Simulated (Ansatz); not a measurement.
Cost and result up the ladder for As4P (5 atoms). The state is a doublet with charge 0. Geometry: B3LYP-D4/def2-SVP.

Cartesian coordinates in Å:
```
P 1.514 -0.085 -0.391
As -1.628 -0.282 0.223
As 0.317 0.525 1.603
As -0.038 -1.791 -0.928
As -0.165 1.632 -0.508
```

Ansatz on 4 threads of Arm Neoverse V2 on a shared host. Times are rough, and most runs start from the orbitals of an earlier one. PBE0-D4/def2-TZVP serves as the yardstick here, not as an exact answer. Binding counts from free atoms at the same level (P quartet, As quartet; other spins of the atoms weren't run), without zero-point energy.

HSE06 is defined as in plane-wave codes, on full-range PBE exchange. Correlated methods freeze 41 core orbitals; core or outer-core shells of As are correlated, in sets that lack core-valence functions. Another isomer (doublet) lies 0.02 eV lower at PBE0-D4/def2-TZVP; other spin states weren't run for this one.

```csv
level,functions,binding energy per atom (eV),difference from PBE0-D4/def2-TZVP (eV)
PBE-D4/def2-TZVP (with forces),229,2.79,0.22
HSE06-D4/def2-TZVP,229,2.56,0.00
PBE0-D4/def2-TZVP,229,2.57,0.00
r2SCAN-D4/def2-TZVP,229,2.55,-0.01
BLYP-D4/def2-TZVP,229,2.71,0.14
MP2/def2-TZVP,229,2.35,-0.22
```

Problem. Estimate how long each takes.

Solution. BLYP-D4/def2-TZVP 7 s; PBE-D4/def2-TZVP (with forces) 7.5 s; HSE06-D4/def2-TZVP 18 s; MP2/def2-TZVP 19 s; PBE0-D4/def2-TZVP 20 s; r2SCAN-D4/def2-TZVP 20 s. On shared hardware such times vary by a factor of up to 3.
